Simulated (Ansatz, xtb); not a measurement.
## Relative energy of two isomers of C3H3F5

Structure a is `FC[C@H](F)C(F)(F)F`, a singlet and structure b is `CC(F)(F)C(F)(F)F`, a singlet. Both are isolated molecules in the gas phase, relaxed with PBE0-D3(BJ)/def2-SVP; each stands in its lowest conformer found.

Q: Estimate E(b) − E(a) at the level CCSD(T)/def2-SVP + ΔMP2/def2-TZVPP.

A: Calculated at CCSD(T)/def2-SVP + ΔMP2/def2-TZVPP: E(b) − E(a) = −49.2 kJ/mol, so structure b lies lower.

The same difference at several levels:

```tsv
level	geometry	E(b) − E(a) (kJ/mol)	departure from the last row (kJ/mol)	job, with rough time for the two
GFN2-xTB	GFN2-xTB	−21.0	+28.2	optimisation, 0.14 s
HF/STO-3G	GFN2-xTB	−46.5	+2.7	single point, 0.48 s
r2SCAN-D4/def2-SVP	GFN2-xTB	−67.4	−18.2	single point, 5.4 s
PBE0-D3(BJ)/def2-SVP	PBE0-D3(BJ)/def2-SVP	−58.8	−9.5	optimisation, 38 s
HF/def2-SVP	PBE0-D3(BJ)/def2-SVP	−52.1	−2.9	part of the CCSD(T) run
MP2/def2-SVP	PBE0-D3(BJ)/def2-SVP	−62.4	−13.2	part of the CCSD(T) run
CCSD(T)/def2-SVP	PBE0-D3(BJ)/def2-SVP	−59.6	−10.3	single point
CCSD(T)/def2-SVP + ΔMP2/def2-TZVPP	PBE0-D3(BJ)/def2-SVP	−49.2		single point, 2.7 min
```

As drawn, both hold the same kinds of bond in the same numbers. Structure a has 0 methyl groups, b 1.

None of the levels shown reverses the order. The largest departure from CCSD(T)/def2-SVP + ΔMP2/def2-TZVPP is that of GFN2-xTB, 28.2 kJ/mol. The last row adds to CCSD(T) the change of the MP2 difference between the two basis sets, here +10.3 kJ/mol.

With thermal terms from frequencies at re-optimised GFN2-xTB minima (ideal gas, soft modes damped towards free rotors, one conformer each, 298.15 K, 1 atm): the zero-point term adds −1.6 kJ/mol; ΔH is −50.4 and ΔG −49.1 kJ/mol.

The correlated steps freeze 8 core orbitals. Mirror images aren't counted in ΔG. Run with Ansatz 0.2.0, xtb 6.7.1; the last row on 2 threads of Arm Neoverse V1 on a shared host.
